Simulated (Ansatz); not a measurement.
# Relative stability

Two relaxed structures of MgAlH3Se, singlet (PBE0-D4/def2-TZVP; forces vanish, vibrations not checked).

A:

```
6
angstrom
Al -1.0547 0.0356 -0.8889
Mg 1.1889 -0.4787 0.2123
Se 3.3120 -0.9664 1.2595
H -2.6363 0.1741 -0.7281
H -0.6819 -0.4153 0.8238
H 2.6148 -1.1927 2.5350
```

B:

```csv
atom,x (Å),y (Å),z (Å)
Al1,-1.4335,0.6366,-1.0746
Mg2,0.7904,-0.3251,0.1724
Se3,2.7892,-1.1899,1.2687
H4,-2.6275,-0.3092,-1.5573
H5,-1.6482,2.1902,-1.3804
H6,2.1297,-1.0026,2.5712
```

Computed with Ansatz 0.2.0 (basis: def2-TZVPP); correlated methods freeze the cores. Filled d shells of the heavier atoms are correlated. The outer core shell of Li, Na, Mg and K is correlated. The def2 sets are not built for correlating such inner shells, so the correlated values are less sure here. B3LYP uses VWN-RPA correlation.

Q: Which structure is lower at CCSD(T), and by how much? (To be estimated.)

A: By the calculation: B, by 0.598 eV (electronic energy, against the other). By their contacts, A is MgAlH₃Se ([SeH][Mg]1[H][AlH]1) and B is MgAlH₃Se ([AlH2][Mg][SeH]).

All methods give the same order:

```json
{"method": "PBE-D4", "E(B) − E(A) (eV)": "-0.551"}
{"method": "r2SCAN-D4", "E(B) − E(A) (eV)": "-0.545"}
{"method": "PBE0-D4", "E(B) − E(A) (eV)": "-0.599"}
{"method": "B3LYP-D4", "E(B) − E(A) (eV)": "-0.615"}
{"method": "wB97M-V", "E(B) − E(A) (eV)": "-0.569"}
{"method": "HF", "E(B) − E(A) (eV)": "-0.778"}
{"method": "MP2", "E(B) − E(A) (eV)": "-0.648"}
{"method": "CCSD", "E(B) − E(A) (eV)": "-0.620"}
{"method": "CCSD(T)", "E(B) − E(A) (eV)": "-0.598"}
```

T1 diagnostic: at most 0.010. The restricted Hartree–Fock reference is unstable towards an unrestricted one at one or more of these structures.

Labels in which every atom is bracketed show which atoms are joined, not bond orders.

For scale, one of the runs: CCSD(T)/def2-TZVPP, 164 basis functions, launched by `ansatz run in.yaml --threads 2 --pin off --events-out ev --progress --plain --max-ram 4352MiB`. Time: 54 s of wall clock on 2 CPU threads of an Arm Neoverse V2; the host was shared. Peak host memory: 1.3 GiB.
